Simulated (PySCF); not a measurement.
ZnF, SMILES [Zn+][F], charge +1. Heavy atoms are numbered as in [Zn+:1][F:2].

The structure is a stationary point at B3LYP-D3(BJ)/def2-TZVPD. The multiplicity is an assumed one; other spin states were not compared.

Method: r2SCAN/def2-TZVPD (PySCF).

Mulliken values depend strongly on the basis, most of all with diffuse functions as here. ESP charges are fitted to the potential on shells at 1.4 to 2.0 van der Waals radii. Atomic charges (e), one atom of each kind:

| atom | ESP fit | Mulliken |
|---|---|---|
| Zn1 | 1.46 | 1.36 |
| F2 | -0.46 | -0.36 |
